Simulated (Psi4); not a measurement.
C₂H₆Zn (SMILES [CH3][Zn][CH3]), singlet, geometry from GFN2-xTB (such geometries of metal compounds can be far from the true shape); PBE0/6-31G** run with Psi4.

Psi4 was given this input:
```
memory 2 GB

molecule {
0 1
Zn   -0.00000000    0.00000000   -0.00000000
C     1.58168783    0.22714311   -1.27171747
H     2.29051525   -0.59164379   -1.18304619
H     2.12813446    1.14546039   -1.07473949
H     1.26208980    0.26198332   -2.30967418
C    -1.58168783   -0.22714311    1.27171747
H    -2.12813446   -1.14546039    1.07473949
H    -2.29051525    0.59164379    1.18304619
H    -1.26208980   -0.26198332    2.30967418
}

set {
  basis 6-31g**
}

energy('pbe0')
print_variables()
```

Output, abridged:

```
   => Loading Basis Set <=

    Name: 6-31G**
    Role: ORBITAL
    Keyword: BASIS

         ---------------------------------------------------------
                                   SCF
               by Justin Turney, Rob Parrish, Andy Simmonett
                          and Daniel G. A. Smith
                              RKS Reference
         ---------------------------------------------------------

  ==> Geometry <==

    Molecular point group: ci
    Full point group: S2

    Geometry (in Angstrom), charge = 0, multiplicity = 1:

       Center              X                  Y                   Z               Mass
    ------------   -----------------  -----------------  -----------------  -----------------
         ZN           0.000000000000     0.000000000000     0.000000000000    63.929142010000
         C            1.581687830000     0.227143110000    -1.271717470000    12.000000000000
         H            2.290515250000    -0.591643790000    -1.183046190000     1.007825032230
         H            2.128134460000     1.145460390000    -1.074739490000     1.007825032230
         H            1.262089800000     0.261983320000    -2.309674180000     1.007825032230
         C           -1.581687830000    -0.227143110000     1.271717470000    12.000000000000
         H           -2.128134460000    -1.145460390000     1.074739490000     1.007825032230
         H           -2.290515250000     0.591643790000     1.183046190000     1.007825032230
         H           -1.262089800000    -0.261983320000     2.309674180000     1.007825032230

  Running in ci symmetry.

  Rotational constants: A =      2.73704  B =      0.12100  C =      0.12100 [cm^-1]
  Rotational constants: A =  82054.32371  B =   3627.47361  C =   3627.47361 [MHz]
  Nuclear repulsion =  158.385982092044117

  Charge       = 0
  Multiplicity = 1
  Electrons    = 48
  Nalpha       = 24
  Nbeta        = 24

  ==> Algorithm <==

  SCF Algorithm Type is DF.
  DIIS enabled.
  MOM disabled.
  Fractional occupation disabled.
  Guess Type is SAD.
  Energy threshold   = 1.00e-06
  Density threshold  = 1.00e-06
  Integral threshold = 1.00e-12

  ==> Primary Basis <==

  Basis Set: 6-31G**
    Blend: 6-31G**
    Number of shells: 42
    Number of basis functions: 99
    Number of Cartesian functions: 99
    Spherical Harmonics?: false
    Max angular momentum: 3

  ==> DFT Potential <==

   => LibXC <=

    Version 7.1.2
    S. Lehtola, C. Steigemann, M. J. T. Oliveira, and M. A. L. Marques,  SoftwareX 7, 1–5 (2018) (10.1016/j.softx.2017.11.002)

   => Composite Functional: PBE0 <=

    PBE0 Hyb-GGA Exchange-Correlation Functional

    C. Adamo and V. Barone,  J. Chem. Phys. 110, 6158 (1999) (10.1063/1.478522)
    M. Ernzerhof and G. E. Scuseria,  J. Chem. Phys. 110, 5029 (1999) (10.1063/1.478401)

    Deriv               =              1
    GGA                 =           TRUE
    Meta                =          FALSE

    Exchange Hybrid     =           TRUE
    MP2 Hybrid          =          FALSE

   => Exchange Functionals <=

    0.7500   Perdew, Burke & Ernzerhof

   => Exact (HF) Exchange <=

    0.2500               HF

   => Correlation Functionals <=

    1.0000   Perdew, Burke & Ernzerhof

   => LibXC Density Thresholds  <==

    XC_HYB_GGA_XC_PBEH:  1.00E-15

   => Molecular Quadrature <=

    Radial Scheme          =       TREUTLER
    Pruning Scheme         =           NONE
    Nuclear Scheme         =       TREUTLER

    Blocking Scheme        =         OCTREE
    BS radius alpha        =              1
    Pruning alpha          =              1
    Radial Points          =             75
    Spherical Points       =            302
    Total Points           =         195790
    Total Blocks           =           1494
    Max Points             =            256
    Max Functions          =             98
    Weights Tolerance      =       1.00E-15

   => Loading Basis Set <=

    Name: (6-31G** AUX)
    Role: JKFIT
    Keyword: DF_BASIS_SCF

[...]
    Fitting Condition:        1E-10

   => Auxiliary Basis Set <=

  Basis Set: (6-31G** AUX)
    Blend: CC-PVDZ-JKFIT + DEF2-UNIVERSAL-JKFIT
    Number of shells: 160
    Number of basis functions: 689
    Number of Cartesian functions: 689
    Spherical Harmonics?: false
    Max angular momentum: 6

  Minimum eigenvalue in the overlap matrix is 1.0820964720E-03.
  Reciprocal condition number of the overlap matrix is 1.8508848970E-04.
    Using symmetric orthogonalization.

  ==> Pre-Iterations <==

  SCF Guess: Superposition of Atomic Densities via on-the-fly atomic UHF (no occupation information).

   -------------------------
    Irrep   Nso     Nmo
   -------------------------
     Ag        47      47
     Au        52      52
   -------------------------
    Total      99      99
   -------------------------

  ==> Iterations <==

                           Total Energy        Delta E     RMS |[F,P]|

   @DF-RKS iter SAD: -1855.06872883744632   -1.85507e+03   0.00000e+00
    Occupation by irrep:
             Ag    Au
    DOCC [     9,   15 ]
    NA   [     9,   15 ]
    NB   [     9,   15 ]

   @DF-RKS iter   1: -1856.23746151567661   -1.16873e+00   4.60651e-02 DIIS/ADIIS
    Occupation by irrep:
             Ag    Au
    DOCC [    13,   11 ]
    NA   [    13,   11 ]
    NB   [    13,   11 ]

   @DF-RKS iter   2: -1811.84004241596335    4.43974e+01   1.10271e-01 ADIIS
   @DF-RKS iter   3: -1857.39834484163566   -4.55583e+01   3.76609e-02 DIIS/ADIIS
   @DF-RKS iter   4: -1858.52293190400110   -1.12459e+00   4.22852e-03 DIIS/ADIIS
   @DF-RKS iter   5: -1858.53714910053395   -1.42172e-02   4.70329e-04 DIIS/ADIIS
   @DF-RKS iter   6: -1858.53760690924923   -4.57809e-04   2.39812e-04 DIIS/ADIIS
   @DF-RKS iter   7: -1858.53768637292387   -7.94637e-05   9.09838e-05 DIIS
   @DF-RKS iter   8: -1858.53769413118357   -7.75826e-06   4.47336e-06 DIIS
   @DF-RKS iter   9: -1858.53769415275815   -2.15746e-08   4.08639e-07 DIIS
  Energy and wave function converged.

  ==> Post-Iterations <==

   Electrons on quadrature grid:
      Ntotal   =   47.9999904192 ; deviation = -9.581e-06

    Orbital Energies [Eh]
    ---------------------

    Doubly Occupied:

[...]
    Virtual:

[...]
    Final Occupation by Irrep:
             Ag    Au
    DOCC [    13,   11 ]
    NA   [    13,   11 ]
    NB   [    13,   11 ]

  @DF-RKS Final Energy: -1858.53769415275815

   => Energetics <=

    Nuclear Repulsion Energy =            158.3859820920441166
    One-Electron Energy =               -2904.7360258706003151
    Two-Electron Energy =                 951.2081772767713801
    DFT Exchange-Correlation Energy =     -63.3958276509733736
    Empirical Dispersion Energy =           0.0000000000000000
    VV10 Nonlocal Energy =                  0.0000000000000000
    Total Energy =                      -1858.5376941527579220

Computation Completed

Properties will be evaluated at   0.000000,   0.000000,   0.000000 [a0]

Properties computed using the SCF density matrix

 Multipole Moments:

 ------------------------------------------------------------------------------------
     Multipole            Electronic (a.u.)      Nuclear  (a.u.)        Total (a.u.)
 ------------------------------------------------------------------------------------

 L = 1.  Multiply by 2.5417464519 to convert [e a0] to [Debye]
 Dipole X            :          0.0000000            0.0000000            0.0000000
 Dipole Y            :          0.0000000           -0.0000000           -0.0000000
 Dipole Z            :          0.0000000           -0.0000000           -0.0000000
 Magnitude           :                                                    0.0000000

 ------------------------------------------------------------------------------------

  Variable Map:
  ----------------------------------------------------------------------------
[...]
  Array Variable Map:
  ----------------------------------------------------------------------------
[...]
[...]
```
